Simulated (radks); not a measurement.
Question: Species: I46+. Configuration: [He] 2s2 2p3 (the NIST ground configuration). Calculated with a radial shooting solver on a logarithmic mesh with Libxc functionals: scalar-relativistic Kohn-Sham, PBE, spin-unpolarised, spherical densities, point nucleus. Some entries of the table are withheld. Estimate them.

orbital,occ.,eigenvalue (hartree),<r> (bohr),<r^2> (bohr^2)
1s,2,-1354.485,0.02715,(1)
2s,2,(2),(3),0.01491
2p,3,-295.3547,0.09765,(4)

Answer: 
(1) 1s <r^2> (bohr^2): 0.0009987
(2) 2s eigenvalue (hartree): -311.3158
(3) 2s <r> (bohr): 0.1127
(4) 2p <r^2> (bohr^2): 0.01154
